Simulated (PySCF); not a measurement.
Ge2H6O, SMILES [GeH3][O][GeH3]. Heavy atoms are numbered as in [GeH3:1][O:2][GeH3:3]. Hydrogens are named by the atom that carries them.

Coordinates come from a PBE0-D3(BJ)/def2-SVP optimisation.

These are HF/pcSseg-1 in PySCF values and carry that method's errors.

GIAO shieldings, no solvent; atoms alike by connectivity are averaged. δ = σ(ref) − σ: ⁷³Ge against GeH4 (σ = 1776.1 ppm); ¹⁷O against H2O (σ = 333.0 ppm); ¹H against TMS (σ = 31.99 ppm), references at their B3LYP-D3(BJ)/def2-TZVP geometries, non-relativistic.

| nucleus | atoms | count | δ (ppm) |
|---|---|---|---|
| ⁷³Ge | Ge1 (GeH3) | 2 | 189.3 |
| ¹⁷O | O2 | 1 | -59.3 |
| ¹H | H on Ge1 | 6 | 4.88 |
